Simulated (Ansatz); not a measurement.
Reaction (ligand exchange at a Zr–F bond): `[F][Zr]([F])([F])[F]` + H₂Se → `[F][Zr]([F])([F])[SeH]` + H–F

Isolated molecules relaxed with PBE0-D4/def2-TZVP in Ansatz; ΔE leaves out vibrations. CCSD(T)/CBS adds triple-zeta CCSD(T) − MP2 to the extrapolated MP2 energy (def2 sets, frozen cores). This one scheme is used for every species. Functionals use def2-TZVPP. HSE06 is defined as in plane-wave codes. def2 core potentials past Kr. For Se, Zr outer-core shells are correlated without core-valence functions, which leaves a few kJ/mol of doubt a bond. Scalar relativity is left out up to krypton. One conformer a species, not always the lowest.

```tsv
level	ΔE (kcal/mol)
PBE-D4	19.7
HSE06-D4	18.4
CAM-B3LYP-D4	23.0
ωB97M-V	21.2
CAM-B3LYP	23.9
LC-ωPBE	23.5
CCSD(T)/def2-SVP	25.1
HF/def2-QZVPP	22.4
```

**Question.** What does CCSD(T)/CBS give? (An estimate is asked.)

**Answer.** Computed: +18.0 kcal/mol. The listed levels differ from it by 1.7, 0.4, 5.0, 3.2, 5.9, 5.5, 7.1, 4.4 kcal/mol.

Largest T1 diagnostic among the species: 0.018.

At CCSD(T), def2-SVP lies +7.1 kcal/mol from the extrapolated value and def2-TZVPP +0.6 kcal/mol. From BLYP to BHLYP (50 % exact exchange), in def2-TZVPP and without D4, ΔE moves by −1.6 kcal/mol.
